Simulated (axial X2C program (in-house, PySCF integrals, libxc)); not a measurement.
## Spectroscopic constants of BaH

Computed with an in-house relativistic program for diatomic molecules. Spin-free means the one-electron spin-free X2C Hamiltonian; two-component (2c) means X2C with spin–orbit coupling and atomic mean-field two-electron Coulomb and Gaunt terms, so the difference of the two also holds small scalar two-electron terms. Basis: Ba dyall-cv3z [14s14p9d5f1g], H dyall-v3z [6s2p1d] (cores contracted in-house); Gaussian nuclei, density fitting, unrestricted open shells. Masses: Ba 137.905 u, H 1.008 u.

The run was started with this input:
```json
{
 "zs": [
  56,
  1
 ],
 "q": 0,
 "bas": [
  "dyall-cv3z",
  "dyall-v3z"
 ],
 "levels": [
  "PBE0",
  "HF",
  "r2SCAN0"
 ],
 "cc": true,
 "r0": 2.28,
 "thr": -2.0,
 "nmax": 90,
 "npts": 10,
 "nst": 2,
 "ntry": 6
}
```
```bash
python so2c.py task.json out
```

Keys: zs atomic numbers; q charge; bas basis sets; levels methods; cc coupled cluster on or off; r0 starting distance in Å; thr threshold in hartree for freezing inner shells (an s shell follows its p shell); nmax most natural virtual spinors; npts points on the curve; nst determinants followed; ntry starts of the search. HF also brings MP2.

State, spin-free: M_S = 1/2, Λ = 0 (beyond evenly filled blocks: σα); electrons by block: σα: 13, σβ: 12, π+α: 6, π+β: 6, π-α: 6, π-β: 6, δ+α: 2, δ+β: 2, δ-α: 2, δ-β: 2. Fragments: Ba + H.

State, 2c: Ω = 1/2 (⟨Sz⟩ = 0.50, ⟨Lz⟩ = 0.00 at PBE0); electrons by block: 1/2: 19, -1/2: 18, 3/2: 8, -3/2: 8, 5/2: 2, -5/2: 2. Fragments: Ba + H.

| Hamiltonian | level | Re (Å) | ωe (cm⁻¹) | Be (cm⁻¹) | De (eV) | μ (D) |
| --- | --- | --- | --- | --- | --- | --- |
| spin-free | PBE0 | 2.219 | 1184.0 | 3.422 | 2.19 | -3.30 |
| spin-free | HF | 2.307 | 1129.3 | 3.166 | 1.70 | -2.94 |
| spin-free | MP2 | 2.235 | 1177.0 | 3.373 | 1.81 | n/a |
| spin-free | CCSD | 2.254 | 1144.7 | 3.315 | 2.02 | n/a |
| spin-free | CCSD(T) | 2.251 | 1144.7 | 3.326 | 1.97 | n/a |
| spin-free | r2SCAN0 | 2.224 | 1188.3 | 3.407 | 2.37 | -3.46 |
| 2c | PBE0 | 2.218 | 1185.2 | 3.426 | 2.20 | -3.30 |
| 2c | HF | 2.305 | 1130.1 | 3.17 | 1.70 | -2.93 |
| 2c | MP2 | 2.234 | 1178.0 | 3.377 | 1.81 | n/a |
| 2c | CCSD | 2.253 | 1146.0 | 3.319 | 2.03 | n/a |
| 2c | CCSD(T) | 2.249 | 1146.2 | 3.331 | 1.98 | n/a |
| 2c | r2SCAN0 | 2.222 | 1189.4 | 3.411 | 2.38 | -3.45 |

Correlated methods: 11 electrons correlated (number of frozen shells: Ba 4 s, 3 p, 2 d; H none), 229 virtual spin orbitals or spinors in MP2, 90 natural virtuals in coupled cluster.

Dipoles are positive if H is the positive end.

The state is a single determinant with fixed occupations, the lowest that a limited PBE0 search found. Dissociation energies refer to the lowest single-determinant-based atoms at the same level and basis. Density functionals use the spin component along the axis (collinear). CCSD and (T) use frozen natural virtuals with an MP2 correction for the truncation; (T) itself is uncorrected, so its De runs slightly low.

Rough cost a point (2c) on 1 thread(s) of a shared host, integrals apart: PBE0 0.4 s, HF 0.28 s, CCSD(T) 3 s, r2SCAN0 0.6 s.

The whole task took 100 s on 1 thread of Arm Neoverse V2 (shared host).
